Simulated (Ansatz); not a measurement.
(1) Predict a relaxed structure of Sn(vinyl)2(NHMe)2 (C6H14N2Sn), charge 0, singlet, at r2SCAN-D4/def2-SVP (Ansatz).

## Answers

(1) 
```xyz
23

Sn   -0.079    0.422   -0.201
C     0.714    0.853   -2.138
C     0.107    0.387   -3.238
H     1.627    1.455   -2.235
H    -0.809   -0.215   -3.176
H     0.495    0.589   -4.245
C    -1.230    1.900    0.827
C    -0.674    2.639    1.796
H    -2.286    2.054    0.564
H     0.377    2.510    2.084
H    -1.244    3.402    2.344
N     1.536    0.125    1.037
C     1.368   -0.512    2.330
H     2.360   -0.224    0.548
H     2.233   -0.308    2.989
H     0.484   -0.094    2.840
H     1.232   -1.615    2.304
N    -1.341   -1.166   -0.541
C    -0.809   -2.464   -0.912
H    -2.084   -1.247    0.152
H    -1.593   -3.100   -1.366
H    -0.027   -2.341   -1.680
H    -0.357   -3.049   -0.083
```
Point group C2 (tolerance 0.1 Å). This is one stationary point.

In the def2 sets Sn takes a core potential; there is no spin–orbit coupling.
